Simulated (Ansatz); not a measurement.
The same path of BGaH5N (8 atoms, charge 0, multiplicity 1) was run twice with different band settings. The coordinate that changes most is the dihedral H5–B1–Ga2–N3.

These are results of RKS PBE-D4/def2-SVP (Ansatz), not measurements.

Relaxed end points:

```xyz
8
Properties=species:S:1:pos:R:3
B -0.777 0.887 -1.333
Ga -0.282 0.191 0.559
N 1.026 -1.061 0.827
H -1.635 0.355 -2.017
H -0.265 1.885 -1.810
H -0.948 0.640 1.925
H 1.288 -1.407 1.752
H 1.594 -1.490 0.095
```

```xyz
8
Properties=species:S:1:pos:R:3
B -0.791 0.878 -1.333
Ga -0.285 0.184 0.556
N 1.042 -1.048 0.828
H -0.304 1.894 -1.801
H -1.630 0.327 -2.024
H -0.961 0.619 1.921
H 1.307 -1.387 1.755
H 1.622 -1.467 0.099
```

Common settings: spring 5.0 eV/Å²; optimiser quadratic models (default); start path IDPP; force threshold 0.05 eV/Å; iteration limit 60; end points relaxed.

| run | movable images | climbing image |
| --- | --- | --- |
| 1 | 5 | yes |
| 2 | 6 | no |

Question: What does each run give, and how far can it be trusted?

Answer: Run 1: converged after 8 iterations, highest image 0.064 eV above the first end. A vibrational analysis at the climbing image gives one clearly imaginary mode, 137i cm⁻¹: a first-order saddle point.
Run 2: converged after 8 iterations, highest image 0.061 eV above the first end. No image climbed, so the highest image needn't sit at the top of the path.
